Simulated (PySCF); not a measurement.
# Computed properties of C₃H₈O₂Si, SMILES O[C@H]1CO[SiH2]C1

C3H8O2Si, SMILES O[C@H]1CO[SiH2]C1. Geometry optimised at PBE0-D3(BJ)/def2-SVP. The structure was generated by enumeration; whether it is a known compound was not checked. The values are those of a single conformer. All values are computed for the isolated molecule unless a solvent is named; none is compared with measurement here.

**Structure.** All 36 harmonic modes at PBE0-D3(BJ)/def2-SVP (PySCF) are real, so it is a minimum. With heavy atoms numbered as in [OH:1][C@H:2]1[CH2:3][O:4][SiH2:5][CH2:6]1, the shortest bond between them is O1–C2 at 1.409 Å and the longest Si5–C6 at 1.891 Å.

**Vibrations.** The strongest infrared lines (harmonic, unscaled, degenerate partners summed) lie at 897 cm⁻¹ (177 km/mol, H 59 %, Si 17 %, C 16 %, O 9 %), 2239 cm⁻¹ (157 km/mol, H 96 %), 1125 cm⁻¹ (144 km/mol, C 44 %, O 28 %, H 27 %). The softest mode is at 128 cm⁻¹ and the zero-point energy is 69.6 kcal/mol.

**Electronic structure.** r2SCAN/def2-TZVP (PySCF) places the frontier levels at -6.62 and 0.02 eV, a gap of 6.64 eV, and gives a dipole moment of 2.85 D and a mean polarisability of 66.3 bohr³. PBE/def2-TZVP (PySCF) at the same geometry gives -6.29 and -0.42 eV, so its gap is 0.77 eV narrower. An orbital gap is neither the optical nor the fundamental gap.

**Excitations.** TDDFT-CAM-B3LYP/def2-SVPD (PySCF) has S1 at 7.09 eV (175 nm, f = 0.002, dark); the most intense of the 10 singlets computed lies at 7.89 eV (f = 0.04). T1 (TDA) is at 6.74 eV. TDDFT-PBE/def2-SVPD (PySCF) puts S1 at 5.82 eV. No vertical singlet excitation falls in the visible range (under 3.1 eV).

**NMR.** GIAO shifts at B3LYP/pcSseg-1 (PySCF) (non-relativistic, atoms alike by connectivity averaged): ¹³C from 25.8 to 79.2 ppm against TMS; ¹H from 0.3 to 5.2 ppm against TMS; ²⁹Si at 0.1 ppm against TMS.

**Solvation.** SMD-ωB97X/6-31G* (PySCF) gives -7.2 kcal/mol in water, -6.0 kcal/mol in cyclohexanone, -6.6 kcal/mol in acetonitrile (1 M in both phases, gas-phase geometry); of these solvents water holds the molecule best.
